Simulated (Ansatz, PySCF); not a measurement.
Gas-phase reaction (SMILES): OB(O)O[Si](O)(O)O + F (HF) -> OB(O)F [fluoroboronic acid] + O[Si](O)(O)O; hydrogen fluoride cleaves one B-O bond, a model of a ligand-exchange step.

Structures are relaxed separately at B3LYP-D3(BJ)/def2-TZVP in Ansatz (a first-principles code), one conformer each, not searched for the lowest. Correlated levels leave the core frozen unless marked. No spin-orbit coupling. Non-relativistic. Basis-set limits of correlation are two-point, X^-3; Hartree-Fock from the larger set. [CCSD(T)-MP2]/basis is that difference in the basis named. Thermal terms are rigid-rotor harmonic-oscillator values from B3LYP-D3(BJ) frequencies (Ansatz or PySCF) at 298.15 K and 1 atm. 1 Eh = 627.5095 kcal/mol.

| species | E, RI-MP2/CBS(aug-cc-pV(T+d)Z,aug-cc-pV(Q+d)Z)+[CCSD(T)-MP2]/aug-cc-pV(T+d)Z (Ansatz) (Eh) | E, PBE-D3(BJ)/def2-TZVPD (Ansatz + dftd3) (Eh) | H - E (Eh) |
|---|---|---|---|
| OB(O)O[Si](O)(O)O | -768.31809 | -768.65086 | 0.09418 |
| F (HF) | -100.39388 | -100.39533 | 0.01259 |
| OB(O)F | -276.31349 | -276.35198 | 0.04166 |
| O[Si](O)(O)O | -592.40587 | -592.70290 | 0.06559 |

Task: Work out ΔE and ΔH at 298.15 K at the first level, then ΔH at the second.

Result: 
1. ΔE = [(-276.31349) + (-592.40587)] - [(-768.31809) + (-100.39388)] = -0.00739 Eh = -4.6 kcal/mol at RI-MP2/CBS(aug-cc-pV(T+d)Z,aug-cc-pV(Q+d)Z)+[CCSD(T)-MP2]/aug-cc-pV(T+d)Z.
2. The terms H - E add up to 0.00048 Eh, so ΔH = (-0.00739 + (0.00048))×627.5095 = -4.3 kcal/mol.
3. At PBE-D3(BJ)/def2-TZVPD the same steps give ΔE = -5.5 and ΔH = -5.2 kcal/mol, a shift of -0.9 from the first level.
4. These values are not checked against measurement here, since the tables used lack a sound gas-phase enthalpy of formation for at least one species.
